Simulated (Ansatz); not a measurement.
`CCCCCCCCCC[S][Au]` with charge -1. Charge -1, multiplicity 2. Geometry PBE-D4/def2-SVP, that of the neutral singlet; atoms count from 1.

```xyz
33

C     5.453   -1.714   -0.599
C     4.050   -1.326   -1.072
C     3.163   -0.759    0.042
C     1.758   -0.366   -0.423
C     0.870    0.202    0.689
C    -0.536    0.586    0.217
C    -1.435    1.129    1.334
C    -2.824    1.594    0.871
C    -3.695    0.475    0.286
C    -5.072    0.958   -0.164
S    -6.189   -0.334   -0.831
Au   -5.026   -1.147   -2.608
H     6.069   -2.121   -1.427
H     5.992   -0.839   -0.179
H     5.410   -2.486    0.197
H     4.125   -0.579   -1.894
H     3.548   -2.213   -1.521
H     3.084   -1.506    0.865
H     3.663    0.129    0.493
H     1.837    0.379   -1.247
H     1.258   -1.254   -0.873
H     1.366    1.092    1.139
H     0.790   -0.543    1.513
H    -1.010   -0.304   -0.252
H    -0.458    1.346   -0.594
H    -0.918    1.980    1.830
H    -1.553    0.350    2.122
H    -2.705    2.400    0.111
H    -3.356    2.062    1.729
H    -3.192    0.016   -0.594
H    -3.818   -0.346    1.027
H    -5.658    1.343    0.703
H    -4.990    1.796   -0.887
```

In the def2 sets Au takes a core potential; there is no spin–orbit coupling. The highest occupied level of the charge -1 doublet lies above zero (up to 0.65 eV). By energy differences its removal costs 1.17 eV (vertical, to the charge 0 singlet, at PBE0-D4/def2-SVP); self-interaction error and the lack of diffuse functions both raise the level.

Q: Estimate the Mulliken populations of the heavy atoms from the PBE0/def2-SVP orbitals of Ansatz.

A: 
| atom | charge (e) | spin (α − β) | d electrons |
| --- | --- | --- | --- |
| C1 | -0.07 | 0.00 | – |
| C2 | -0.10 | 0.00 | – |
| C3 | -0.08 | 0.00 | – |
| C4 | -0.06 | 0.00 | – |
| C5 | -0.05 | 0.00 | – |
| C6 | -0.09 | 0.00 | – |
| C7 | -0.03 | 0.00 | – |
| C8 | -0.05 | 0.00 | – |
| C9 | -0.05 | 0.00 | – |
| C10 | -0.12 | -0.01 | – |
| S11 | -0.38 | 0.26 | – |
| Au12 | -0.55 | 0.74 | 9.75 |
Mulliken values and Mayer orders depend strongly on the basis.

Q: Where does the spin sit?

A: Summed by element: C -0.01, S 0.26, Au 0.74, H 0.01, of 1 unpaired in all. Largest on single atoms: Au12 0.74, S11 0.26, C10 -0.01.

Q: And the Mayer bond orders between bonded heavy atoms (over 0.3)?

A: S11–Au12 0.92 (2.27 Å); C1–C2 1.09 (1.53 Å); C2–C3 1.07 (1.53 Å); C3–C4 1.07 (1.53 Å); C4–C5 1.07 (1.53 Å); C5–C6 1.07 (1.53 Å); C6–C7 1.06 (1.53 Å); C7–C8 1.08 (1.54 Å); C8–C9 1.04 (1.53 Å); C9–C10 1.02 (1.53 Å); C10–S11 1.05 (1.83 Å).
